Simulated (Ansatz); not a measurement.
Input for Ansatz (a quantum-chemistry and plane-wave program): R-B3LYP/def2-TZVPP on CH5FInN (SMILES [CH3][In]([NH2])[F]), a point of a torsion scan. Elements past Kr take the def2 small-core potentials; no spin–orbit coupling.

Ansatz 0.2 input:
```yaml
crystal:
  periodic: [false, false, false]
  atoms:
    - {symbol: C, position_ang: [-1.77660276, -0.41217157, -0.19590131]}
    - {symbol: In, position_ang: [0.05097540, 0.71695006, 0.38561500]}
    - {symbol: N, position_ang: [1.60129717, 0.69348498, 1.75560431]}
    - {symbol: F, position_ang: [0.53366281, 2.08568434, -0.96412640]}
    - {symbol: H, position_ang: [-1.88611083, -0.27361508, -1.26660389]}
    - {symbol: H, position_ang: [-1.63236784, -1.45734059, 0.05653333]}
    - {symbol: H, position_ang: [-2.62848940, 0.00045097, 0.33515008]}
    - {symbol: H, position_ang: [2.15586455, 1.52959805, 1.58379245]}
    - {symbol: H, position_ang: [1.27599707, 0.74984946, 2.71636593]}
basis:
  gaussian:
    orbitals: def2-TZVPP
hamiltonian:
  xc: {name: B3LYP}
scf: {lower_state_search: off}
```

The head of its log:

```
WARN ansatz: RAYON_NUM_THREADS=1 ignored (pool sized by the plan → 1); use --threads N
Functional definition: B3LYP
these checks for a lower state are left out or cut short: stability, starts, cluster_reference, orbital_swaps, neighbouring_geometries, increment
integrals: 0.12 GiB planned
1251 factors; their error is unknown
mean field: 1.03 GiB planned
mean field evaluation 1: about -10486.8403 eV, gradient 9.6e1 eV
mean field evaluation 2: about -10439.1664 eV, gradient 1.6e2 eV
```

Give the final energy of this run.

-386.0451 hartree.
